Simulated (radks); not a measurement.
Problem. The mean radii <r> (bohr) of the occupied orbitals of an atom or ion are listed with their occupations. Method: scalar-relativistic Kohn-Sham, BLYP, spin-polarised, spherical densities, finite nucleus; Fermi nuclear charge, rms radius of each element as measured or else 0.836 A^(1/3) + 0.57 fm; computed with a radial shooting solver on a logarithmic mesh with Libxc functionals.

| orbital | occ. | <r> |
|---|---|---|
| 1s up | 1 | 0.06644 |
| 1s down | 1 | 0.06644 |
| 2s up | 1 | 0.3085 |
| 2s down | 1 | 0.3082 |
| 2p up | 3 | 0.2743 |
| 2p down | 3 | 0.2739 |
| 3s up | 1 | 0.9376 |
| 3s down | 1 | 0.9397 |
| 3p up | 3 | 0.9954 |
| 3p down | 3 | 0.9993 |
| 3d up | 2 | 1.205 |
| 4p up | 1 | 3.055 |

Name the element and its charge. Open shells, if any, are filled with parallel spins first.

Solution. Z = 23, vanadium, charge +2: V2+ in [Ar] 3d2 4p1. The 1s radius gives Z: for a bare nucleus <r> = (2 gamma + 1)/(2Z) with gamma = sqrt(1 - (Z/c)^2), 0.0646 bohr for Z = 23, and screening makes it slightly larger (0.06644 here). The occupations add up to 21, and the charge is Z minus that.
